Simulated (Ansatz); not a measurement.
One change: `[CH3][Mo](=[NH])(=[NH])[NH2]` becomes `[CH3][W](=[NH])(=[NH])[NH2]`.

Ansatz, PBE0-D4/def2-TZVP geometries, multiplicity 1. Each molecule was computed in one conformer, which needn't be the lowest.

Elements past krypton have def2 core potentials.

```tsv
property	`[CH3][Mo](=[NH])(=[NH])[NH2]`
HOMO energy (PBE0/def2-TZVPP) / eV	-7.40
LUMO energy (B3LYP/def2-TZVPP) / eV	-1.39
ideal-gas entropy at 298 K and 1 bar (rigid rotor, harmonic PBE0-D4/def2-TZVP) / J/(mol·K)	361
HOMO energy (PBE/def2-TZVPP) / eV	-6.16
size of the dipole moment (PBE/def2-TZVPP) / D	1.47
LUMO energy (ωB97M-V/def2-TZVPP) / eV	0.91
```

**Question.** Give the same properties after the change, and the shifts. (Estimate.)

**Answer.** The calculation gave: 
```json
{"property": "HOMO energy (PBE0/def2-TZVPP) / eV", "`[CH3][W](=[NH])(=[NH])[NH2]`": "-7.39", "shift": "0.01"}
{"property": "LUMO energy (B3LYP/def2-TZVPP) / eV", "`[CH3][W](=[NH])(=[NH])[NH2]`": "-0.95", "shift": "0.44"}
{"property": "ideal-gas entropy at 298 K and 1 bar (rigid rotor, harmonic PBE0-D4/def2-TZVP) / J/(mol·K)", "`[CH3][W](=[NH])(=[NH])[NH2]`": "366", "shift": "5"}
{"property": "HOMO energy (PBE/def2-TZVPP) / eV", "`[CH3][W](=[NH])(=[NH])[NH2]`": "-6.13", "shift": "0.03"}
{"property": "size of the dipole moment (PBE/def2-TZVPP) / D", "`[CH3][W](=[NH])(=[NH])[NH2]`": "1.46", "shift": "-0.01"}
{"property": "LUMO energy (ωB97M-V/def2-TZVPP) / eV", "`[CH3][W](=[NH])(=[NH])[NH2]`": "1.34", "shift": "0.43"}
```

Dipoles are sizes alone; their direction can turn.

Positive LUMOs are unbound, so they and the gaps depend on the basis.

B3LYP here is the variant with VWN-RPA as its local correlation; programs differ in this.
